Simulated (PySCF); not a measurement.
Several molecules and their computed UV-vis stick spectra, shuffled. Method used: PySCF 2.14.0, density-fitted response routines, TDDFT wB97X-D/def2-SVPD, vertical, gas phase, core orbitals frozen in the response. Geometries: GFN2-xTB; one conformer of each isolated species. Triplets are in the Tamm–Dancoff approximation.

A. `O=CC(=O)N/C=C/F`
B. `N[SiH](N)C#CCS`
C. `[SiH2](CC)S[SiH2]N`
D. `N#C[C@@H]1CO[C@@H](O1)F`
E. `C=N/C(F)=C/OC=O`

Lowest singlet levels (six at most, fewer where fewer were computed) with oscillator strengths:

1. 3.38 eV (f 0.000); 4.27 eV (f 0.170); 5.04 eV (f 0.000); 6.63 eV (f 0.351); 6.76 eV (f 0.009); 7.06 eV (f 0.091); T1 2.87 eV
2. 6.32 eV (f 0.022); 6.66 eV (f 0.018); 6.70 eV (f 0.015); 6.81 eV (f 0.018); 7.38 eV (f 0.011); 7.43 eV (f 0.027); T1 5.97 eV
3. 4.75 eV (f 0.001); 5.33 eV (f 0.800); 5.77 eV (f 0.001); 6.78 eV (f 0.007); 6.85 eV (f 0.005); 7.82 eV (f 0.001); T1 3.06 eV
4. 7.45 eV (f 0.003); 7.86 eV (f 0.004); 8.08 eV (f 0.008); 8.33 eV (f 0.002); 8.59 eV (f 0.002); 8.75 eV (f 0.001); T1 6.41 eV
5. 5.33 eV (f 0.008); 5.78 eV (f 0.003); 6.05 eV (f 0.095); 6.26 eV (f 0.013); 6.27 eV (f 0.015); 6.74 eV (f 0.020); T1 4.74 eV

Question: Match each spectrum to its molecule.

Answer: 1 = A, 2 = C, 3 = E, 4 = D, 5 = B.
- A: S1 at 3.38 eV, HOMO-1→LUMO (94%); Löwdin shares by element: HOMO carbon 46% or more, nitrogen 22%, fluorine 12% (atoms not listed hold the other 20%); LUMO carbon 45% or more, oxygen 41%; HOMO -8.90 and LUMO -1.02 eV; point group Cs, 2 of its 6 listed states under f = 0.0005.
- B: S1 at 5.33 eV, HOMO→LUMO (66%), HOMO→LUMO+1 (14%); Löwdin shares by element: HOMO sulfur 67%, carbon 22%; LUMO carbon 45%, sulfur 31% (atoms not listed hold the other 24%); HOMO -8.89 and LUMO 1.26 eV.
- C: S1 at 6.32 eV, HOMO→LUMO (72%), HOMO→LUMO+1 (18%); Löwdin shares by element: HOMO sulfur 67%, silicon 17%, carbon 4% or more; LUMO silicon 40%, sulfur 12%, hydrogen 8% or more (atoms not listed hold the other 41%); HOMO -8.95 and LUMO 1.58 eV.
- D: S1 at 7.45 eV, HOMO-1→LUMO (39%), HOMO-2→LUMO (27%), HOMO→LUMO (16%); Löwdin shares by element: HOMO oxygen 64%, carbon 8% or more, fluorine 7% (atoms not listed hold the other 21%); LUMO carbon 38% or more, nitrogen 26%, oxygen 13% or more (atoms not listed hold the other 23%); HOMO -11.16 and LUMO 1.39 eV.
- E: S1 at 4.75 eV, HOMO-1→LUMO (92%); Löwdin shares by element: HOMO carbon 60% or more, oxygen 14% or more (atoms not listed hold the other 26%); LUMO carbon 51% or more, nitrogen 17% (atoms not listed hold the other 31%); HOMO -9.03 and LUMO -0.18 eV; point group Cs.
